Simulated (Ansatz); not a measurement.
Calculated with Ansatz (gas phase, PBE0-D4/def2-TZVP geometries, no zero-point term in ΔE). CBS: MP2 limit from def2 TZ/QZ plus the TZ coupled-cluster correction, frozen cores. DFT in def2-TZVPP. Elements past krypton have def2 core potentials. For In, Mg outer-core shells are correlated without core-valence functions, which leaves a few kJ/mol of doubt a bond. Each species was taken in one conformer, which may not be the lowest.

Consider the substitution at a C–Mg bond: `[CH3][MgH]` + `C[NH][In]([Cl])[Cl]` → `C[N](C)[In]([Cl])[Cl]` + `[MgH2]`.

`[CH3][MgH]`:

Cartesian coordinates in Å:
```
C -0.404 0.657 0.072
Mg 0.682 -1.109 -0.122
H 0.174 1.439 0.577
H -1.321 0.512 0.654
H -0.704 1.061 -0.901
H 1.574 -2.559 -0.280
```

`C[NH][In]([Cl])[Cl]`:

Cartesian coordinates in Å:
```
C -1.264 0.144 0.613
N 0.184 0.143 0.659
In 1.370 -0.242 -0.887
Cl 0.484 -1.249 -2.769
Cl 3.650 0.106 -0.809
H -1.681 -0.276 1.535
H -1.615 -0.481 -0.211
H -1.695 1.143 0.472
H 0.567 0.712 1.397
```

`C[N](C)[In]([Cl])[Cl]`:

```xyz
12

C     0.197    1.321   -0.623
N    -0.030    0.020   -0.048
C    -0.960   -0.798   -0.784
In    0.872   -0.598    1.608
Cl    2.353    0.783    2.715
Cl    0.448   -2.704    2.452
H    -0.736    1.900   -0.683
H     0.601    1.243   -1.643
H     0.908    1.898   -0.027
H    -0.610   -0.976   -1.811
H    -1.947   -0.318   -0.852
H    -1.096   -1.770   -0.306
```

`[MgH2]`:

```xyz
3

Mg    0.000    0.000    0.000
H     1.486    0.697    0.459
H    -1.486   -0.696   -0.460
```

```tsv
level	ΔE (eV)
r2SCANh-D4	0.57
B2PLYP	0.60
```

(1) What does CCSD(T)/CBS give? (Estimate.)

Largest T1 diagnostic among the species: 0.014.

## Answers

(1) The calculation gave: +0.59 eV. The listed levels differ from it by -0.02, 0.01 eV.

From BLYP to BHLYP (50 % exact exchange), in def2-TZVPP and without D4, ΔE moves by −0.08 eV. The D4 term adds −0.10 eV with B3LYP and −0.06 eV with PBE0; it sums over pairs of atoms, weighted by their polarisabilities, and B3LYP, whose exchange is more repulsive, gets the larger term. Leaving LDA and LC-ωPBE aside and taking each functional with its dispersion term where it has one, the values, not all of them listed here, spread over 0.21 eV, from B97M-V to B2PLYP. LDA lies −0.14 eV from PBE without D4.

B3LYP here is the variant with VWN-RPA as its local correlation; programs differ in this.
